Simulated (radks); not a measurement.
Spherical jellium clusters: N electrons in a uniform positive sphere of charge N and radius rs N^(1/3), rs = 2.11 bohr. Calculated with a radial shooting solver with Libxc functionals: non-relativistic Kohn-Sham, PBEsol, spin-polarised, spherical densities. Levels are named by radial order and angular momentum (1s, 1p, 1d, 2s, ...), and open shells are averaged over m. Each electron was tried in the lowest free levels, single moves between levels near the top were tried too, and the lowest total energy was kept; such a search can miss a lower state. Energies include the self-energy of the background; IP and EA are vertical (highest electron removed, lowest free level filled), at fixed background; spill-out counts the electrons outside the background radius R, and alpha is the static dipole polarisability from linear response (closed shells only). A dash means not computed or, for alpha, an open shell; in EA it means that no bound solution was reached, which is typical of self-interaction and does not show that the anion is unstable. Real open-shell clusters deform, which this model forbids.

\begin{tabular}{lrrrrrrrr}
N & open shells & 2S & E/N (eV) & E(N+1) + E(N-1) - 2E(N) (eV) & IP (eV) & EA (eV) & -e(HOMO) (eV) & spill-out (e) \\ \hline
1 & 1s(up 1, down 0) & 1 & 0.078 & - & - & - & 4.307 & 0.60 \\
2 & none & 0 & -0.730 & 2.775 & 8.255 & - & 5.093 & 0.87 \\
3 & 1p(up 1, down 0) & 1 & -0.075 & -1.099 & 4.775 & - & 2.405 & 1.31 \\
4 & 1p(up 2, down 0) & 2 & -0.022 & -1.062 & 6.116 & - & 3.498 & 1.61 \\
5 & 1p(up 3, down 0) & 3 & -0.202 & 0.523 & 6.951 & - & 4.274 & 1.83 \\
6 & 1p(up 3, down 1) & 2 & -0.236 & -1.004 & 6.144 & - & 3.796 & 2.03 \\
7 & 1p(up 3, down 2) & 1 & -0.403 & -0.735 & 6.984 & 2.257 & 4.531 & 2.20 \\
8 & none & 0 & -0.620 & 3.444 & 7.532 & - & 5.063 & 2.33 \\
9 & 2s(up 1, down 0) & 1 & -0.407 & -0.504 & 3.911 & - & 2.250 & 2.77 \\
10 & 1d(up 2, down 0) & 2 & -0.286 & -0.559 & 4.572 & - & 2.495 & 2.86 \\
11 & 1d(up 3, down 0) & 3 & -0.238 & -0.497 & 5.112 & - & 3.011 & 3.06 \\
12 & 1d(up 4, down 0) & 4 & -0.240 & -0.452 & 5.552 & - & 3.443 & 3.23 \\
13 & 1d(up 5, down 0) & 5 & -0.276 & 0.250 & 5.921 & - & 3.813 & 3.38 \\
14 & 1d(up 5, down 0) 2s(up 1, down 0) & 6 & -0.289 & 0.203 & 5.577 & - & 3.680 & 3.69 \\
15 & 1d(up 5, down 1) 2s(up 1, down 0) & 5 & -0.287 & -0.508 & 5.518 & - & 3.561 & 3.82 \\
16 & 1d(up 5, down 3) & 2 & -0.317 & -0.569 & 5.950 & 2.057 & 3.956 & 3.79 \\
17 & 1d(up 5, down 4) & 1 & -0.376 & -0.337 & 6.259 & 2.364 & 4.267 & 3.91 \\
18 & none & 0 & -0.448 & 0.149 & 6.522 & 2.330 & 4.538 & 4.01 \\
19 & 2s(up 1, down 0) & 1 & -0.505 & 0.298 & 6.300 & 2.191 & 4.414 & 4.24 \\
20 & none & 0 & -0.541 & 2.312 & 6.044 & - & 4.246 & 4.50 \\
21 & 1f(up 1, down 0) & 1 & -0.463 & -0.323 & 3.811 & - & 2.033 & 4.67 \\
22 & 1f(up 2, down 0) & 2 & -0.407 & -0.305 & 4.141 & - & 2.363 & 4.83 \\
23 & 1f(up 3, down 0) & 3 & -0.370 & -0.288 & 4.432 & - & 2.655 & 4.97 \\
24 & 1f(up 4, down 0) & 4 & -0.347 & -0.271 & 4.692 & - & 2.918 & 5.09 \\
25 & 1f(up 5, down 0) & 5 & -0.337 & -0.255 & 4.926 & - & 3.156 & 5.21 \\
26 & 1f(up 6, down 0) & 6 & -0.338 & -0.240 & 5.138 & - & 3.374 & 5.32 \\
27 & 1f(up 7, down 0) & 7 & -0.347 & 0.625 & 5.332 & - & 3.574 & 5.42 \\
28 & 1f(up 7, down 1) & 6 & -0.334 & -0.270 & 4.660 & - & 2.961 & 5.53 \\
29 & 1f(up 7, down 2) & 5 & -0.330 & -0.249 & 4.901 & - & 3.204 & 5.63 \\
30 & 1f(up 7, down 3) & 4 & -0.336 & -0.231 & 5.117 & 1.781 & 3.423 & 5.73 \\
31 & 1f(up 7, down 4) & 3 & -0.348 & - & 5.313 & 1.983 & 3.623 & 5.82 \\
\end{tabular}

All shells are closed at N = 2, 8, 18, 20 (there: 1s2 1p6 1d10 2s2); the second difference of the energy has clear peaks (12 % above both neighbours; the first and last values, which can be the largest, are not judged, and half-filled shells can peak too) at N = 5, 8, 13, 20, 27.
